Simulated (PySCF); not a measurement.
**How methods differ on the ionisation energy of In**

In [Kr] 4d10 5s2 5p1 (2P) → In⁺ [Kr] 4d10 5s2 (1S), as a difference of total energies. Computed with PySCF 2.14 in x2c-TZVPPall with one added diffuse shell each of s, p, d, f type (9s7p5d3f, 76 functions), with the spin-free X2C one-electron Hamiltonian (Gaussian nucleus). Correlated levels: valence and next inner shell: [Ar] 3d10 frozen. The calculations carry no spin-orbit coupling.

```csv
method,ionisation energy (eV),error (eV)
UHF,5.210,-0.393
MP2 (valence and next inner shell),5.454,-0.149
SCS-MP2 (valence and next inner shell),5.393,-0.210
CCSD (valence and next inner shell),5.488,-0.115
CCSD(T) (valence and next inner shell),5.507,-0.096
```

Reference: 5.603 eV (measured; NIST levels, between the centres of gravity of the two terms).

Errors of the correlated levels include the incompleteness of this basis and the frozen core.
